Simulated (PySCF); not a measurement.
Ligands exchanged one at a time, B Br-NH2. Isolated molecules, 0 K electronic values unless said otherwise. Strings in code marks are SMILES.

The HOMO–LUMO gap from two functionals at the same geometries (B3LYP-D3(BJ)/def2-TZVP), both in PySCF: PBE-D3(BJ)/def2-TZVP and B3LYP-D3(BJ)/def2-TZVP. B3LYP has the VWN-RPA correlation part, as in Gaussian. 

```json
[
 {"species": "0 of 3 Br replaced by NH2 (`B(Br)(Br)Br`)", "B3LYP-D3(BJ)/def2-TZVP (eV)": "5.77"},
 {"species": "1 of 3 Br replaced by NH2", "B3LYP-D3(BJ)/def2-TZVP (eV)": "7.45"},
 {"species": "2 of 3 Br replaced by NH2", "B3LYP-D3(BJ)/def2-TZVP (eV)": "7.49"},
 {"species": "3 of 3 Br replaced by NH2 (`NB(N)N`)", "B3LYP-D3(BJ)/def2-TZVP (eV)": "6.81"}
]
```

Question: What does PBE-D3(BJ)/def2-TZVP give for each?

Answer: 
- 0 of 3 Br replaced by NH2 (`B(Br)(Br)Br`): 4.07
- 1 of 3 Br replaced by NH2: 5.67
- 2 of 3 Br replaced by NH2: 5.88
- 3 of 3 Br replaced by NH2 (`NB(N)N`): 5.17
Over these rows, drawn at random from the members with no instability flagged (it was tested for open shells, ions and some series alone), PBE minus B3LYP-D3(BJ): mean -1.68 eV, from -1.78 eV to -1.62 eV.
